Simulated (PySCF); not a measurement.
SMILES [SiH](C)(C)CB(O)O, singlet (GFN2-xTB optimised geometry):

```
18

Si    -0.924     0.838     1.754
C     -1.965     2.432     1.697
C     -1.705    -0.408     2.958
C     -0.820     0.093     0.000
B      0.044    -1.231     0.000
O     -0.574    -2.431     0.056
O      1.411    -1.231     0.000
H      0.438     1.187     2.224
H     -2.038     2.880     2.683
H     -1.530     3.173     1.034
H     -2.976     2.238     1.351
H     -2.726    -0.645     2.672
H     -1.147    -1.339     2.961
H     -1.727    -0.028     3.975
H     -0.396     0.840    -0.672
H     -1.828    -0.114    -0.352
H      0.031    -3.173     0.086
H      1.828    -0.372    -0.023
```

Level of theory: CAM-B3LYP/def2-SVP in PySCF.

Question: What are the frontier orbital energies and the dipole moment?

Answer: HOMO-2 -10.12 eV, HOMO-1 -9.83 eV, HOMO -9.47 eV, LUMO 2.24 eV, LUMO+1 2.73 eV; dipole moment 0.94 D.

On the same geometry PBE/def2-SVP (PySCF) gives HOMO-2 -7.13 eV, HOMO-1 -7.12 eV, HOMO -6.73 eV, LUMO 0.48 eV, LUMO+1 0.66 eV; dipole moment 0.81 D.

Meta-Löwdin charges at CAM-B3LYP/def2-SVP: Si1 0.80, C2 -0.54, C3 -0.54, C4 -0.55, B5 0.43, O6 -0.49, O7 -0.50, H8 -0.14, H9 0.11, H10 0.11, H11 0.11, H12 0.11, H13 0.11, H14 0.11, H15 0.11, H16 0.12, H17 0.33, H18 0.33.
